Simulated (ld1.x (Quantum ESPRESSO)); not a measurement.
Values are calculated unless marked as measured or tabulated.
## Potentials for nitrogen compared

Generated with ld1.x 7.5 (TM, RRKJ, ultrasoft, PAW), atompaw 4.2 or ONCVPSP 4.0.1. The cutoff is in Ry: for ld1.x and atompaw files where the sum of valence levels is converged to 10 mRy in a Bessel basis, for ONCV files where the hardest occupied wave has 1 mHa per electron of residual kinetic energy. The error is the largest all-electron minus pseudo excitation energy over each file’s own four to seven test configurations (ionisations up to +4, promotions, holes and added fractions of an electron), all of which were solved. The labels leave out finer settings (local radius, basis sizes, second energies), which also bear on the numbers. Spin-polarised tests are not counted. The rows are a selection from randomly drawn settings: files with unsolved tests, undetermined cutoffs or missed reference levels are left out.

| potential | cutoff (Ry) | largest error (meV) | bound ghosts |
| --- | --- | --- | --- |
| ultrasoft, LDA (PZ), non-relativistic, rc 0.90/1.25/1.15 (spd), local smoothed, core correction no, reference 2s1.5 2p3.5 | 45 | +272 | none |
| TM, PBE, scalar-relativistic, rc 1.15/1.45/1.55 (spd), local d, core correction yes, reference 2s2 2p2.5 | 55 | +547 | none |
| RRKJ, PBE, non-relativistic, rc 0.85/1.80 (sp), local smoothed, core correction no, reference 2s2 2p3 | 70 | +2310 | none |
| TM, BLYP, scalar-relativistic, rc 1.10/1.60/1.40 (spd), local d, core correction yes, reference 2s2 2p3 | 50 | +1562 | none |
| TM, LDA (PZ), scalar-relativistic, rc 0.70/1.25 (sp), local s, core correction no, reference 2s2 2p2.5 | 140 | +849 | none |
| TM, LDA (PZ), scalar-relativistic, rc 0.80/1.70/1.60 (spd), local smoothed, core correction no, reference 2s2 2p3 | 55 | +1780 | none |
| TM, PBE, scalar-relativistic, rc 0.65/1.45 (sp), local p, core correction no, reference 2s2 2p2.5 | 180 | +572 | none |
| ultrasoft, PBE, scalar-relativistic, rc 1.00/1.80/1.55 (spd), local smoothed, core correction yes, reference 2s2 2p1 | 21 | +255 | none |

(1) Fill in the row for N: ultrasoft, PBE, non-relativistic, rc 0.95/1.70 (sp), local smoothed, core correction no, reference 2s2 2p3.

Answers

(1) cutoff 30 Ry, largest error +593 meV, bound ghosts: none.
